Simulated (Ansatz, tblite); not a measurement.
Cost and result up the ladder for B(IMe)F3 (C₅H₈BF₃N₂) (19 atoms). Charge 0, multiplicity 1. Geometry: PBE-D4/def2-SVP.

```xyz
19

B    -0.2715   -1.9518   -0.2578
C    -0.0292   -0.3226    0.0157
N     0.9095    0.3379    0.7411
C     1.9467   -0.2956    1.5512
C     0.7487    1.7094    0.6085
C    -0.3229    1.9001   -0.2271
N    -0.7825    0.6419   -0.5745
C    -1.8870    0.3559   -1.4868
H     2.9467   -0.0039    1.1748
H     1.8453    0.0230    2.6070
H     1.8161   -1.3887    1.4696
H     1.3964    2.4265    1.1212
H    -0.7928    2.8181   -0.5924
H    -2.4426   -0.5136   -1.0926
H    -2.5435    1.2423   -1.5499
H    -1.4937    0.0972   -2.4884
F    -1.6091   -2.2248    0.0859
F     0.6182   -2.7073    0.5235
F    -0.0527   -2.1441   -1.6292
```

Ansatz on 4 threads of Arm Neoverse V2 on a shared host; xTB runs through tblite on one thread. Times are rough, summed over both states, and most runs start from the orbitals of an earlier one. PBE0-D4/def2-TZVP serves as the yardstick here, not as an exact answer. The other state is a triplet.

The xTB rows come from tblite.

Run but left out: PBE-D4/def2-TZVP (triplet: an occupied level 0.04 eV above an empty one).

xTB has no spin-polarisation term.

| level | functions | wall time | vertical triplet (eV) | difference from PBE0-D4/def2-TZVP (eV) |
| --- | --- | --- | --- | --- |
| GFN2-xTB | 52 | 0.018 s | 4.89 | 0.29 |
| GFN1-xTB | 60 | 0.023 s | 4.77 | 0.17 |
| r2SCAN-D4/def2-TZVP | 389 | 42 s | 4.49 | -0.10 |
| PBE0-D4/def2-TZVP (with forces) | 389 | 83 s | 4.60 | 0.00 |
